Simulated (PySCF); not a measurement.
# One molecule, several mistakes: AlBCH6N

All numbers below are calculated, not measured. They come from PySCF 2.14.0, an open-source quantum chemistry program, on an isolated molecule that a program drew, which may never have been made. The molecule is AlBCH6N (charge 0, doublet), drawn as the SMILES string `C[BH][Al][NH2]`.

Each row is a Hartree-Fock (HF) and frozen-core CCSD(T) single point in the cc-pV(D+d)Z basis, meant for a local HF minimum. Run 1 is clean. Each other run has one planted mistake out of seven kinds, and not every kind appears here: one electron removed, one electron added, multiplicity raised by two, geometry at a saddle point, minimal basis STO-3G, one bond length entered in bohr, all coordinates scaled. The reference is restricted for singlets and unrestricted otherwise, and also for a bond in bohr. Adding or removing an electron swaps singlet and doublet. Electrons count all cores. HOMO and LUMO are orbital energies over both spins, the gradient is its largest component, and the lowest frequency (negative if imaginary) is given only where the gradient is small. Bond lengths are over the 9 bonds as drawn. T1 is the CCSD diagnostic: over 0.02 (restricted) or 0.045 (unrestricted) a single reference is doubtful.

Geometry of the clean run:
```xyz
10
AlBCH6N, angstrom
C     1.2561   -0.2107   -1.2153
B    -0.0189    0.5393   -0.6497
Al   -0.0248    2.0287    0.9164
N    -0.3911    1.6923    2.6217
H     1.0304   -1.2707   -1.3819
H     1.4776    0.2028   -2.2094
H     2.1641   -0.1373   -0.6137
H    -1.0483    0.3717   -1.2623
H    -0.4032    2.3785    3.3536
H    -0.6263    0.7956    3.0076
```

```
run,electrons,basis functions,<S^2>,HOMO (eV),LUMO (eV),gradient (hartree/bohr),lowest frequency (cm^-1),mean bond (Å),longest bond (Å),T1,HF (hartree),CCSD(T) (hartree),mistake
1,37,95,0.800,-7.27,1.54,4.1e-05,62,1.3362,2.161,0.0203,-362.40536,-362.91388,no fault
2,37,95,1.506,-7.55,1.27,2.5e-02,-,1.4449,2.161,0.0526,-362.28925,-362.79294,one bond length entered in bohr
3,36,95,0.000,-15.93,-5.76,4.7e-02,-,1.3362,2.161,0.0163,-362.16590,-362.66975,one electron removed
4,37,95,0.810,-6.99,1.81,8.5e-02,-,1.2346,1.997,0.0210,-362.34676,-362.84499,all coordinates scaled
5,37,95,3.762,-6.43,-0.86,3.0e-02,-,1.3362,2.161,0.0191,-362.29273,-362.78727,?
```

**Which mistake was planted in run 5, and what did it cost?**

Electrons, basis and geometry are unchanged, and <S^2> is 3.762, beside S(S+1) = 3.75 for a multiplicity of 4. So the mistake is: multiplicity raised by two. Subtracting run 1 and multiplying by 627.51 kcal/mol a hartree, the energy moved by 70.7 kcal/mol in HF and 79.4 kcal/mol in CCSD(T).

Cautions from the logs. Run 2: T1 is over the limit, so its CCSD(T) energy is less reliable.
